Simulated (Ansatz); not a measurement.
`[OH][SnH2][SiH2]Cl` + `BCCl` → `[OH][SnH2][Cl]` + `BC[SiH2]Cl`  (redistribution)

Calculated with Ansatz (gas phase, PBE0-D4/def2-TZVP geometries, no zero-point term in ΔE). CCSD(T)/CBS adds triple-zeta CCSD(T) − MP2 to the extrapolated MP2 energy (def2 sets, frozen cores). Functionals use def2-TZVPP. Elements past krypton have def2 core potentials. For Sn outer-core shells are correlated without core-valence functions, which leaves a few kJ/mol of doubt a bond. One conformer a species, not always the lowest.

CCSD(T)/CBS gives -41.2 kcal/mol.

Problem. Another level gave -39.2 kcal/mol. Which?
A. PBE-D4/def2-TZVPP
B. MP2/def2-TZVPP
C. PBE0-D4/def2-TZVPP
D. CCSD(T)/def2-TZVPP

Solution. C. PBE0-D4 -39.2, PBE-D4 -37.4, MP2/def2-TZVPP -43.0, CCSD(T)/def2-TZVPP -41.0 kcal/mol.

Largest T1 diagnostic among the species: 0.013.

From PBE to PBE0 (25 % exact exchange), in def2-TZVPP and without D4, ΔE moves by −1.8 kcal/mol.
